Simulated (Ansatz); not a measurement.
Basis-set series for C6H15Cl3InP (`CC[P+](CC)(CC)[In-]([Cl])([Cl])[Cl]`). Charge 0, multiplicity 1. In takes the def2 core potential. The geometry is a stationary point of PBE0-D4/def2-TZVP. It is one conformer, not always the lowest.

```csv
functional,basis,functions,energy (Eh),HOMO (eV),LUMO (eV)
PBE0-D4,def2-SVP,257,-2148.41289,-7.76,-0.81
PBE0-D4,def2-TZVPP,614,-2149.27074,-7.87,-1.03
ωB97M-V,def2-SVP,257,-2148.97144,-9.82,1.23
ωB97M-V,def2-TZVPP,614,-2149.84260,-9.96,0.87
```

Question: Give the rows for def2-QZVPP. (Estimate.)

Answer: Computed: 
```
functional       basis  functions  energy (Eh)  HOMO (eV)  LUMO (eV)
   PBE0-D4  def2-QZVPP       1154  -2149.33674      -7.88      -1.10
   ωB97M-V  def2-QZVPP       1154  -2149.90616      -9.98       0.68
```

Positive LUMOs are unbound and depend on the basis.
